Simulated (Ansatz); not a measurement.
Ansatz (an electronic-structure program) input (CCSD(T)/def2-SVPD):

Ansatz 0.2 input:
```yaml
crystal:
  periodic: [false, false, false]
  atoms:
    - {symbol: Si, position_ang: [0.22769861, 0.02477791, -0.06081064]}
    - {symbol: Br, position_ang: [0.34462455, -0.52262403, 2.03546786]}
    - {symbol: Br, position_ang: [-0.45845480, -1.54757202, -1.38919812]}
    - {symbol: Br, position_ang: [-0.59479186, 1.99308459, -0.45702062]}
    - {symbol: N, position_ang: [2.05463208, 0.22358277, -0.54872309]}
    - {symbol: H, position_ang: [2.57229065, -0.64842306, -0.40913584]}
    - {symbol: H, position_ang: [2.51078508, 0.94886888, 0.01139622]}
    - {symbol: H, position_ang: [2.14849291, 0.48648539, -1.53356902]}
basis:
  gaussian:
    orbitals: def2-SVPD
total_charge: 1
magnetization: {spin_polarized: false}
correlation: {method: ccsd_t, electrons: outside_noble_gas}
output: {forces: true}
```

End of the output:

```
cycle   9  -18.93900693 eV  change    2.0e-6 eV  update   8.8e-6
cycle  10  -18.93900140 eV  change    5.5e-6 eV  update   2.7e-6
perturbative correction -0.62535381 eV, -0.0229813287 hartree
the calculation of the forces begins
1.29 GiB of device memory are held for the factors and their scratch space
Total energy: -219377.17990228 eV, -8061.9626622156 hartree
Atom 0 at     0.227699     0.024778    -0.060811 Å, force    -0.149897    -0.016312     0.040033 eV/Å
Atom 1 at     0.344625    -0.522624     2.035468 Å, force     0.032412    -0.072971     0.281903 eV/Å
Atom 2 at    -0.458455    -1.547572    -1.389198 Å, force    -0.077267    -0.212951    -0.185813 eV/Å
Atom 3 at    -0.594792     1.993085    -0.457021 Å, force    -0.095887     0.270606    -0.058503 eV/Å
Atom 4 at     2.054632     0.223583    -0.548723 Å, force    -0.142342    -0.015490     0.038015 eV/Å
Atom 5 at     2.572291    -0.648423    -0.409136 Å, force     0.188959    -0.235563     0.026190 eV/Å
Atom 6 at     2.510785     0.948869     0.011396 Å, force     0.171990     0.205125     0.142214 eV/Å
Atom 7 at     2.148493     0.486485    -1.533569 Å, force     0.072034     0.077555    -0.284038 eV/Å
Dipole moment:     1.354907     0.147439    -0.361850 e Å
```

It need not be the lowest isomer of its formula.
